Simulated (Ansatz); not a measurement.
`B[SeH]` + `OB[SiH3]` → `BOB[SiH3]` + H₂Se at 600 K and 1 bar (ligand exchange at a B–Se bond).

Isolated molecules relaxed with PBE0-D4/def2-TZVP in Ansatz; ΔE leaves out vibrations. CBS: MP2 limit from def2 TZ/QZ plus the TZ coupled-cluster correction, frozen cores. For Se outer-core shells are correlated without core-valence functions, which leaves a few kJ/mol of doubt a bond. Scalar relativity is left out up to krypton. One conformer a species, not always the lowest.

```csv
species,CCSD(T)/CBS energy (Eh),H − E (kJ/mol),S (J/(mol·K))
`B[SeH]`,-2427.30556,106.0,301.0
`OB[SiH3]`,-392.07510,182.6,365.1
`BOB[SiH3]`,-417.48760,223.7,425.8
H₂Se,-2401.89790,57.0,244.8
```

H − E and S are ideal-gas, rigid-rotor, harmonic terms from PBE0-D4/def2-TZVP, for one conformer and one mirror image of each species. 1 Eh = 2625.50 kJ/mol, R = 8.31446 J/(mol·K).

By hand: ΔE, ΔH, ΔS and ΔG.

ΔE = (-417.48760) + (-2401.89790) − (-2427.30556) − (-392.07510) = -0.00484 Eh = -12.7 kJ/mol. Δ(H − E) = 223.7 + 57.0 − 106.0 − 182.6 = -7.9, so ΔH = -20.6 kJ/mol. ΔS = 425.8 + 244.8 − 301.0 − 365.1 = 4.5 J/(mol·K). ΔG = -20.6 − 600 × (4.5)/1000 = -23.3 kJ/mol.

By hand: the equilibrium constant, and the temperature at which ΔG would vanish if ΔH and ΔS stayed fixed.

log₁₀ K = −ΔG/(RT ln 10) = 2.0. ΔH and −TΔS have one sign here, so there is no such temperature.

The number of gas molecules stays the same, so ΔS is small and ΔH decides. A doubt of 5 kJ/mol in ΔE shifts log₁₀ K by 0.4 here. Other conformers and mirror images would add mixing entropy, several J/(mol·K) or more a flexible species. Modes under 60 cm⁻¹, often nearly free rotors, make the harmonic entropy too high. These are equilibria of isolated gas molecules and say nothing of rates. Largest T1 diagnostic: 0.014 (customary marks: 0.02 for closed shells, 0.045 for open ones).

ΔS is within the doubt of such terms, so its sign, and with it that verdict, could turn.
